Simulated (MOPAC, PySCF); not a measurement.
C₉H₉NSSi, SMILES `c1(S)cc2ncccc2cc1[SiH3]` (C–C–S–H torsion 179°), neutral singlet in the gas phase. 

Cartesian coordinates (Å):
SMILES: c1ccc2c(n1)cc(S)c(c2)[SiH3]
```xyz
21

Si    -3.2297    -1.1961     0.2946
C     -1.5509    -0.3387     0.1207
C     -0.3920    -1.1121     0.1395
C      0.9059    -0.5415     0.0096
C      2.1053    -1.3042     0.0236
C      3.3216    -0.6528    -0.1099
C      3.3218     0.7636    -0.2572
N      2.2312     1.5151    -0.2762
C      1.0238     0.8869    -0.1454
C     -0.1589     1.6758    -0.1630
C     -1.4150     1.0890    -0.0346
S     -2.9162     2.0379    -0.0506
H     -4.0874    -0.9618    -0.9193
H     -3.9752    -0.6921     1.5005
H     -2.9689    -2.6690     0.4465
H     -0.4671    -2.2058     0.2578
H      2.0509    -2.3985     0.1397
H      4.2725    -1.2055    -0.1039
H      4.2859     1.2951    -0.3648
H     -0.0295     2.7616    -0.2819
H     -2.3280     3.2531    -0.2256
```
Charge 0, multiplicity 1.

All levels are single points at this geometry (PBE-D3(BJ)/def2-SVP); Pople sets use spherical d functions. Orbital energies aren't observables, and empty levels follow the basis.

SVWN5/6-31G* in PySCF gives HOMO (eV) = -5.46.

Estimate the HOMO (eV) from each of these levels: PBE-D3(BJ)/def2-TZVP in PySCF; B3LYP/6-311+G** in PySCF; B3LYP/LANL2DZ in PySCF; HF/6-31G* in PySCF; AM1 in MOPAC.


```json
[
 {"level": "PBE-D3(BJ)/def2-TZVP in PySCF", "HOMO (eV)": "-5.54"},
 {"level": "B3LYP/6-311+G** in PySCF", "HOMO (eV)": "-6.29"},
 {"level": "B3LYP/LANL2DZ in PySCF", "HOMO (eV)": "-6.22"},
 {"level": "HF/6-31G* in PySCF", "HOMO (eV)": "-8.15"},
 {"level": "AM1 in MOPAC", "HOMO (eV)": "-8.58"}
]
```
